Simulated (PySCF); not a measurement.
# Fe⁻ (iron, charge -1): UHF calculation

Configuration: [Ar] 3d7 4s2, high-spin 4F determinant. All numbers are calculated (PySCF 2.14, scalar relativity by spin-free X2C-1e, in aug-cc-pVQZ-DK (9s8p6d4f3g2h, 140 functions)).

- Total energy: -1271.266436 hartree
- One-electron energy: -1765.2132 hartree
- Hartree (Coulomb) energy: 549.0965 hartree
- Exchange energy: -55.1498 hartree
- ⟨S²⟩: 4.0052
- ⟨L²⟩: 12.041
- Sum of ⟨r⟩: 27.71 bohr
- Sum of ⟨r²⟩: 91.69 bohr²
- Langevin diamagnetic susceptibility: -72.6 ×10⁻⁶ cm³/mol

```tsv
shell	electrons	mean orbital energy (hartree)	spread (hartree)	rms radius, mean of both spins (bohr)
1s α	1	-263.31554	0	0.0675
1s β	1	-263.31406	0	0.0675
2s α	1	-32.09503	0	0.288
2s β	1	-32.01204	0	0.288
2p α	3	-27.16600	0	0.260
2p β	3	-27.08473	0	0.260
3s α	1	-4.00194	0	0.877
3s β	1	-3.74702	0	0.877
3p α	3	-2.55092	0	0.946
3p β	3	-2.24561	0	0.946
3d α	5	-0.27093	0.04891	1.41
3d β	2	-0.14036	0	1.41
4s α	1	-0.05870	0	5.93
4s β	1	0.00178	0	5.93
```

⟨S²⟩ = 4.01 against 3.75 shows spin contamination. At UHF the highest occupied level has a positive energy, so only the finite basis holds that electron.

Densities and radii are taken from the X2C orbitals without a picture-change correction, which distorts them close to the nucleus.

Spin-orbit constants ζ (cm⁻¹) from the X2C one-electron operator on these orbitals: bare nucleus, nucleus screened by l(l+1)(2l+1)/3 electrons, and screened by the Breit-Pauli mean field of the electrons.

```tsv
shell	bare	screened nucleus	mean field
2p	70820	65380	n/a
3p	8372	7728	n/a
3d	689.5	424.3	n/a
```

To first order the Landé constant is A = -141.4 cm⁻¹, so the lowest level has J = 9/2 and lies 0.0789 eV below the centre of the term. This holds in LS coupling only.
